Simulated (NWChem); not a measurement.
# CH₇OPSi; SMILES CO[SiH2]P

```xyz
11

Si     0.9179     0.0487     0.1138
P     -0.5192    -1.7238    -0.0221
O      0.1617     1.4528    -0.4164
C     -1.0127     1.9582     0.1903
H      2.1393    -0.0836    -0.7454
H      1.3163     0.1560     1.5677
H      0.5030    -2.6232     0.4547
H     -0.2100    -1.9784    -1.4061
H     -0.8402     2.2605     1.2498
H     -1.3421     2.8551    -0.3730
H     -1.8459     1.2174     0.1790
```
Atoms are numbered in this order, from 1.

All runs: NWChem. Pople sets run with spherical d functions. All runs use the structure optimised with PBE-D3(BJ)/def2-SVP. LC-ωPBE (HJS hole) with 6-31G*; x = 1 − exp(−ω/0.25 bohr⁻¹) is a scale chosen for this fit.

```csv
row,x,−ε(HOMO) (eV)
ω = 0.20,0.551,8.62
ω = 0.25,0.632,9.05
ω = 0.40,0.798,withheld
ω = 0.50,0.865,10.30
ω = 0.80,0.959,10.80
```

Question: Fit a straight line of the last column on the one before it, predict the withheld value, and compare with the run.

Answer: 
1. Means of the 4 shown rows: x = 0.7518, y = 9.693. Slope Σ(x − x̄)(y − ȳ)/Σ(x − x̄)² = 0.5906/0.1104 = 5.348; intercept 5.672.
2. The shown rows scatter about the line by 0.002 (root mean square); the largest residual is 0.00, at ω = 0.50.
3. At x = 0.798 (ω = 0.40; inside the shown range) the line gives 9.94.
4. The run gives 9.94, 0.00 from the line.
